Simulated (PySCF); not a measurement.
Polarisability and C₆ of Te⁺ (tellurium, charge +1)

[Kr] 4d10 5s2 5p3, high-spin 4S determinant. Computed with PySCF 2.14 in aug-cc-pVTZ-DK3, with scalar relativity by spin-free X2C-1e. Coupled (time-dependent) response in atomic units; α is the mean over directions.

| method | mean α (bohr³) | C₆ (like pair) | S(−4) |
| --- | --- | --- | --- |
| UHF | 22.37 | 185.5 | 104.6 |
| PBE | 22.61 | 186.7 | 111.4 |
| PBE0 | 22.26 | 183.5 | 105.3 |
| PW91 | 22.51 | 185.6 | 110.4 |
| BP86 | 22.50 | 185.5 | 109.8 |

S(−4) is the Cauchy moment in α(ω) = α(0) + S(−4) ω² + …

α(iu) at PW91:

```json
{"u (hartree)": "0", "α(iu) (bohr³)": "22.51"}
{"u (hartree)": "0.0500", "α(iu) (bohr³)": "22.24"}
{"u (hartree)": "0.100", "α(iu) (bohr³)": "21.47"}
{"u (hartree)": "0.200", "α(iu) (bohr³)": "18.91"}
{"u (hartree)": "0.300", "α(iu) (bohr³)": "15.89"}
{"u (hartree)": "0.500", "α(iu) (bohr³)": "10.78"}
{"u (hartree)": "0.750", "α(iu) (bohr³)": "6.879"}
{"u (hartree)": "1.00", "α(iu) (bohr³)": "4.722"}
{"u (hartree)": "1.50", "α(iu) (bohr³)": "2.652"}
{"u (hartree)": "2.00", "α(iu) (bohr³)": "1.726"}
{"u (hartree)": "3.00", "α(iu) (bohr³)": "0.9153"}
{"u (hartree)": "5.00", "α(iu) (bohr³)": "0.3855"}
```

For an ion, C₆ is the dispersion term alone; charge-induced terms of lower order in 1/R come first.
